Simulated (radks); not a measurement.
All-electron atom: Nd I in [Kr] 4d10 4f4 5s(up 1, down 1) 5p6 6s2. All-electron calculation, non-relativistic Kohn-Sham, PBE, spin-polarised, spherical densities, point nucleus; open shells are filled with parallel spins first (spin-orbit coupling, left out, can overturn this in heavy ions); relativity is left out, which matters for an element this heavy. Program: a radial shooting solver on a logarithmic mesh with Libxc functionals.

X-ray form factor f0, the Fourier transform of the density (f0(0) = 60):

| sin(theta)/lambda (1/angstrom) | f0 (electrons) |
|---|---|
| 0.05 | 58.471 |
| 0.1 | 55.285 |
| 0.15 | 51.895 |
| 0.2 | 48.500 |
| 0.25 | 45.159 |
| 0.3 | 42.027 |
| 0.4 | 36.679 |
| 0.5 | 32.372 |
| 0.6 | 28.744 |
| 0.8 | 23.022 |
| 1 | 19.182 |
| 1.25 | 16.178 |
| 1.5 | 13.973 |
| 2 | 10.099 |
